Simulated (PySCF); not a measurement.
# Partial charges of `CCOC(=O)C=C(F)F`

C5H6F2O2.
Structure used (GFN2-xTB), in Å, numbered top down from 1:
```xyz
15
C5H6F2O2 angstrom
C     -2.189    0.174   -0.733
C     -1.359    0.749    0.406
O      0.036    0.501    0.218
C      0.491   -0.700    0.565
O     -0.180   -1.583    1.032
C      1.948   -0.842    0.332
C      2.735    0.073   -0.212
F      2.393    1.264   -0.651
F      4.034   -0.101   -0.398
H     -1.834    0.558   -1.687
H     -2.117   -0.910   -0.737
H     -3.229    0.457   -0.600
H     -1.443    1.836    0.446
H     -1.671    0.312    1.360
H      2.381   -1.781    0.637
```

Density: PBE0/pcSseg-1 (PySCF); schemes: Mulliken, IAO, Hirshfeld and ESP-fitted. Geometry: GFN2-xTB, one conformer, isolated molecule.

Question: What partial charge does each atom carry?

Answer: In e; atoms taken as equivalent share a row and are averaged (×n: the atom named and its like, n in all):

```csv
atom,environment,Mulliken,IAO,Hirshfeld,ESP-fitted
C1,methyl carbon,-0.312,-0.434,-0.123,-0.286
C2,sp3 carbon bound to oxygen,+0.006,-0.058,+0.013,+0.262
O3,ester single-bonded oxygen,-0.480,-0.344,-0.102,-0.426
C4,ester carbonyl carbon,+0.553,+0.518,+0.201,+0.855
O5,ester carbonyl oxygen,-0.419,-0.471,-0.258,-0.532
C6,alkene CH carbon,-0.364,-0.324,-0.114,-0.752
C7,=CF2 carbon,+0.660,+0.597,+0.198,+0.621
F8,vinyl fluorine,-0.208,-0.214,-0.048,-0.154
F9,vinyl fluorine,-0.232,-0.233,-0.058,-0.170
H10/H11/H12,methyl hydrogen,+0.127,+0.152,+0.045,+0.087
H13/H14,methylene hydrogen,+0.129,+0.153,+0.046,+0.026
H15,vinylic hydrogen,+0.158,+0.201,+0.064,+0.272
```

Mean size of the charges over all atoms: ESP-fitted 0.309 e, IAO 0.277 e, Mulliken 0.269 e, Hirshfeld 0.094 e. Each set sums to the total charge, 0, to within 0.001 e. The Mulliken scheme counts on each atom the diagonal of the density matrix times the overlap matrix over that atom's basis functions.

Lowest charge. The schemes don't all agree: Mulliken O3 (-0.480); IAO O5 (-0.471); Hirshfeld O5 (-0.258); ESP-fitted C6 (-0.752).

Highest charge. The schemes don't all agree: Mulliken C7 (+0.660); IAO C7 (+0.597); Hirshfeld C4 (+0.201); ESP-fitted C4 (+0.855).

Question: How closely do the schemes follow one another over all atoms?

Answer: Correlation coefficient and root-mean-square difference: Mulliken with IAO 0.98, 0.059 e; IAO with Hirshfeld 0.97, 0.207 e; Mulliken with Hirshfeld 0.95, 0.216 e; Mulliken with ESP-fitted 0.93, 0.158 e; Hirshfeld with ESP-fitted 0.92, 0.301 e; IAO with ESP-fitted 0.90, 0.181 e.

Question: Sum the charges by element.

Answer: 
| element | atoms | Mulliken | IAO | Hirshfeld | ESP-fitted |
| --- | --- | --- | --- | --- | --- |
| C | 5 | +0.543 | +0.299 | +0.174 | +0.699 |
| O | 2 | -0.899 | -0.815 | -0.360 | -0.958 |
| F | 2 | -0.441 | -0.447 | -0.106 | -0.324 |
| H | 6 | +0.796 | +0.963 | +0.291 | +0.584 |

Question: How many electrons does the Mulliken scheme count on C2?

Answer: Z − q = 6 − (+0.006) = 5.994.

The run behind these numbers computed NMR shieldings as well. Time: 27 s wall. Hardware: Arm Neoverse V1, one thread, on a shared host.
